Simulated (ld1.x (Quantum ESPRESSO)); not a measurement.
## Pseudopotential generation for N: PAW, BLYP, scalar-relativistic.

The input file (ld1.x (Quantum ESPRESSO) 7.5):

```
&input
   title='N', zed=7., rel=1, dft='BLYP', iswitch=3,
   config='[He] 2s2 2p3',
   nld=2, rlderiv=2.55, eminld=-3.0, emaxld=5.0, deld=0.02
 /
 &inputp
   pseudotype=3, lpaw=.true., tm=.true., lloc=-1, rcloc=1.20,
   nlcc=.false.,
   which_augfun='PSQ', rmatch_augfun_nc=.true.,
   file_pseudopw='N.UPF', file_wfcaegen='ae.wfc', file_wfcncgen='nc.wfc', file_beta='beta', file_chi='chi', file_wfcusgen='us.wfc'
 /
4
2S  1  0   2.00   0.00  0.85  1.00  0.0
2S  1  0   0.00   2.95  0.85  1.00  0.0
2P  2  1   3.00   0.00  1.85  2.35  0.0
2P  2  1   0.00   0.20  1.85  2.35  0.0
 &test
   configts(1)='2s2 2p3'
 /
```

Command:

```bash
ld1.x < N.in > N.out
```

Output (shortened: banner, matrices, multipoles, cross overlaps and the repeated all-electron block are left out):

```
Program LD1 v.7.5
     --------------------------- All-electron run ----------------------------

     N
     scalar relativistic calculation

     atomic number is  7.00
     dft =BLYP   lsd =0 sic =0 latt =0  beta=0.20 tr2=1.0E-14
     Exchange-correlation= BLYP
                           (   1   3   1   3   0   0   0)
     mesh =1085 r(mesh) =  99.89202 a.u. xmin = -7.00 dx = 0.01250
     1 Ry =  13.60569312 eV, c = 137.03599908

     n l     nl                  e(Ry)          e(Ha)          e(eV)
     1 0     1S 1( 2.00)       -28.3242       -14.1621      -385.3707
     2 0     2S 1( 2.00)        -1.3558        -0.6779       -18.4472
     2 1     2P 1( 3.00)        -0.5192        -0.2596        -7.0639

     final scf error:  5.4E-15 reached in  27 iterations

     Etot =    -109.037081 Ry,     -54.518541 Ha,   -1483.525065 eV

     Ekin =     108.850238 Ry,      54.425119 Ha,    1480.982937 eV
     Encl =    -256.417347 Ry,    -128.208674 Ha,   -3488.735739 eV
     Eh   =      51.798694 Ry,      25.899347 Ha,     704.757139 eV
     Exc  =     -13.268666 Ry,      -6.634333 Ha,    -180.529402 eV

     normalization and overlap integrals

     s(1S/1S) =  1.000000  <r> =   0.2297  <r2> =    0.0714  r(max) =   0.1483
     s(2S/2S) =  1.000000  <r> =   1.3206  <r2> =    2.1225  r(max) =   1.0041
     s(2P/2P) =  1.000000  <r> =   1.4863  <r2> =    2.9394  r(max) =   0.9671

     ------------------------ End of All-electron run ------------------------

     --------------------- Generating PAW atomic setup --------------------

      Generating local potential from pseudized AE potential:
      Matching radius rcloc =   1.2000

      Local pseudo, rcloc= 1.196 Estimated cut-off energy=    17.04 Ry

      Computing core charge for PAW:

       r > 0.41 : true rho core
       r < 0.41 : rho core = a sin(br)/r    a=   7.79  b=   6.25

      Integrated core pseudo-charge :   0.74
      Wfc-us  2S rcutus= 1.004  Estimated cut-off energy=    44.00 Ry
      Wfc-us  2S rcutus= 1.004  Estimated cut-off energy=    53.36 Ry
      Wfc-us  2P rcutus= 2.349  Estimated cut-off energy=    14.61 Ry
      Wfc-us  2P rcutus= 2.349  Estimated cut-off energy=    27.00 Ry

     Required augmentation: PSQ   radius:    2.350000

     Q pseudized with Bessel functions
     Expected ecutrho=     303.1126 due to l1=  0   l2=  1

     Estimated PAW energy =  -27.737909 Ryd

     ------------------- End of pseudopotential generation -------------------

     Computing logarithmic derivative in   2.54813
     Computing logarithmic derivative in   2.54813
     Computing the partial wave expansion
     R is outside the sphere for l=    0 j= 0.00
     R is outside the sphere for l=    0 j= 0.00
     R is outside the sphere for l=    1 j= 0.00
     R is outside the sphere for l=    1 j= 0.00

     ---------------------- Testing the pseudopotential ----------------------

     N
     scalar relativistic calculation

     atomic number is  7.00   valence charge is  5.00
     dft = SLA  LYP  B88  BLYP   lsd =0 sic =0 latt =0  beta=0.20 tr2=1.0E-14
     mesh =1085 r(mesh) =  99.89202 xmin = -7.00 dx = 0.01250

     n l     nl             e AE (Ry)        e PS (Ry)    De AE-PS (Ry)
     1 0     2S   1( 2.00)       -1.35585       -1.35586        0.00001
     2 1     2P   1( 3.00)       -0.51918       -0.51918        0.00000

     eps = 6.6E-15  iter = 42

     Etot =    -109.037081 Ry,     -54.518541 Ha,   -1483.525065 eV
     Etotps =   -27.737934 Ry,     -13.868967 Ha,    -377.393819 eV

     Ekin =      20.599932 Ry,      10.299966 Ha,     280.276354 eV
     Encl =     -51.405206 Ry,     -25.702603 Ha,    -699.403456 eV
     Ehrt =      16.336005 Ry,       8.168002 Ha,     222.262666 eV
     Ecxc =     -13.268665 Ry,      -6.634332 Ha,    -180.529383 eV

     ---------------------- End of pseudopotential test ----------------------
```

Generation and configuration tests took about 2.9 s on one core of a shared server CPU.

Transferability test of the new file with ld1.x, input:

```
&input
   title='N', zed=7., rel=1, dft='BLYP', iswitch=2,
   config='[He] 2s2 2p3'
 /
 &test
   file_pseudo='N.UPF', nconf=8,
   configts(1)='2s2 2p3',
   configts(2)='2s2 2p2',
   configts(3)='2s2 2p1',
   configts(4)='2s2 2p0',
   configts(5)='2s1 2p3',
   configts(6)='2s2 2p2.5',
   configts(7)='2s0 2p5',
   configts(8)='2s1 2p0'
 /
```

```bash
ld1.x < N.test.in > N.test.out
```

Pseudopotential blocks of its output, shortened (energy terms left out; the distinct warnings before each block abridged to one line each):

```
     ---------------------- Testing the pseudopotential ----------------------

     n l     nl             e AE (Ry)        e PS (Ry)    De AE-PS (Ry)
     1 0     2S   1( 2.00)       -1.35585       -1.35586        0.00001
     2 1     2P   1( 3.00)       -0.51918       -0.51918        0.00000

     eps = 8.9E-15  iter = 45

     Etot =    -109.037081 Ry,     -54.518541 Ha,   -1483.525065 eV
     Etotps =   -27.737934 Ry,     -13.868967 Ha,    -377.393819 eV

     ---------------------- End of pseudopotential test ----------------------

          Warning: convergence not achieved
     ---------------------- Testing the pseudopotential ----------------------

     n l     nl             e AE (Ry)        e PS (Ry)    De AE-PS (Ry)
     1 0     2S   1( 2.00)       -2.37624       -2.37943        0.00319
     2 1     2P   1( 2.00)       -1.52036       -1.52304        0.00268

     eps = 3.0E-14  iter =201

     Etot =    -108.039367 Ry,     -54.019684 Ha,   -1469.950479 eV
     Etotps =   -26.739190 Ry,     -13.369595 Ha,    -363.805211 eV
     dEtot_ae =       0.997714 Ry
     dEtot_ps =       0.998744 Ry,   Delta E=      -0.001031 Ry

     ---------------------- End of pseudopotential test ----------------------

          Warning: convergence not achieved
     ---------------------- Testing the pseudopotential ----------------------

     n l     nl             e AE (Ry)        e PS (Ry)    De AE-PS (Ry)
     1 0     2S   1( 2.00)       -3.60567       -3.61394        0.00827  !
     2 1     2P   1( 1.00)       -2.76048       -2.76411        0.00363

     eps = 3.2E-13  iter =201

     Etot =    -105.917184 Ry,     -52.958592 Ha,   -1441.076706 eV
     Etotps =   -24.612951 Ry,     -12.306475 Ha,    -334.876257 eV
     dEtot_ae =       3.119897 Ry
     dEtot_ps =       3.124983 Ry,   Delta E=      -0.005086 Ry

     ---------------------- End of pseudopotential test ----------------------

          Warning: convergence not achieved
     ---------------------- Testing the pseudopotential ----------------------

     n l     nl             e AE (Ry)        e PS (Ry)    De AE-PS (Ry)
     1 0     2S   1( 2.00)       -5.00317       -5.00466        0.00149
     2 1     2P   1( 0.00)       -4.20307       -4.18466       -0.01840  !

     eps = 8.3E-13  iter =201

     Etot =    -102.451016 Ry,     -51.225508 Ha,   -1393.917084 eV
     Etotps =   -21.151022 Ry,     -10.575511 Ha,    -287.774309 eV
     dEtot_ae =       6.586065 Ry
     dEtot_ps =       6.586912 Ry,   Delta E=      -0.000847 Ry

     ---------------------- End of pseudopotential test ----------------------

          ---------------------- Testing the pseudopotential ----------------------

     n l     nl             e AE (Ry)        e PS (Ry)    De AE-PS (Ry)
     1 0     2S   1( 1.00)       -2.38394       -2.38797        0.00402
     2 1     2P   1( 3.00)       -1.52625       -1.53001        0.00376

     eps = 8.5E-15  iter = 27

     Etot =    -107.182604 Ry,     -53.591302 Ha,   -1458.293624 eV
     Etotps =   -25.882054 Ry,     -12.941027 Ha,    -352.143289 eV
     dEtot_ae =       1.854477 Ry
     dEtot_ps =       1.855880 Ry,   Delta E=      -0.001403 Ry

     ---------------------- End of pseudopotential test ----------------------

          ---------------------- Testing the pseudopotential ----------------------

     n l     nl             e AE (Ry)        e PS (Ry)    De AE-PS (Ry)
     1 0     2S   1( 2.00)       -1.83625       -1.83718        0.00093
     2 1     2P   1( 2.50)       -0.98677       -0.98757        0.00080

     eps = 9.8E-15  iter = 42

     Etot =    -108.663552 Ry,     -54.331776 Ha,   -1478.442943 eV
     Etotps =   -27.364238 Ry,     -13.682119 Ha,    -372.309425 eV
     dEtot_ae =       0.373529 Ry
     dEtot_ps =       0.373696 Ry,   Delta E=      -0.000167 Ry

     ---------------------- End of pseudopotential test ----------------------

          ---------------------- Testing the pseudopotential ----------------------

     n l     nl             e AE (Ry)        e PS (Ry)    De AE-PS (Ry)
     1 0     2S   1( 0.00)       -1.41763       -1.41790        0.00027
     2 1     2P   1( 5.00)       -0.57548       -0.57548        0.00000

     eps = 1.6E-15  iter =  7

     Etot =    -107.358246 Ry,     -53.679123 Ha,   -1460.683351 eV
     Etotps =   -26.058935 Ry,     -13.029467 Ha,    -354.549873 eV
     dEtot_ae =       1.678835 Ry
     dEtot_ps =       1.678999 Ry,   Delta E=      -0.000164 Ry

     ---------------------- End of pseudopotential test ----------------------

          Warning: convergence not achieved
     Warning: n=2, l=1 expected 0 nodes, found 1
     ---------------------- Testing the pseudopotential ----------------------

     n l     nl             e AE (Ry)        e PS (Ry)    De AE-PS (Ry)
     1 0     2S   1( 1.00)       -6.44024       -6.44322        0.00298
     2 1     2P   1( 0.00)       -5.71282       -5.66599       -0.04683  !

     eps = 2.1E-12  iter =201

     Etot =     -96.732270 Ry,     -48.366135 Ha,   -1316.109584 eV
     Etotps =   -15.430077 Ry,      -7.715039 Ha,    -209.936893 eV
     dEtot_ae =      12.304811 Ry
     dEtot_ps =      12.307857 Ry,   Delta E=      -0.003046 Ry

     ---------------------- End of pseudopotential test ----------------------
```
